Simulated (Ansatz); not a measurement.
The cluster ZnI2⁻, relaxed as a doublet with UKS r2SCAN-D4/def2-TZVPD in Ansatz, starting from the GFN1-xTB geometry. Force threshold 0.02 eV/Å.

In the def2 sets I takes a core potential; there is no spin–orbit coupling. The relaxation made no stability test and no search for a lower SCF solution. The structure comes from a short search, and lower isomers may exist.

Start:

Cartesian coordinates in Å:
```
Zn -0.195 0.546 -0.831
I 0.731 1.760 1.605
I -0.536 -2.306 -0.774
```

```tsv
step	energy (eV)	largest force component (eV/Å)	SCF passes
1	-64632.4410	0.716	17
2	-64632.5662	0.434	22
3	-64632.5742	0.427	24
4	-64632.6190	0.215	21
5	-64632.6297	0.005	22
```

Force components are those of the run's own axes.

End:

```tsv
atom	x (Å)	y (Å)	z (Å)
Zn1	-0.1716	0.4812	-0.7315
I2	0.6789	1.6636	1.4794
I3	-0.5072	-2.1449	-0.7479
```

By distances, no bond broke or formed. The bond that changes most is Zn1–I2, from 2.87 to 2.65 Å (atoms count from 1).

No frequencies were taken in this run, so the end may be a saddle point.

It took 17 s on 4 threads of Arm Neoverse V2 on a shared host.
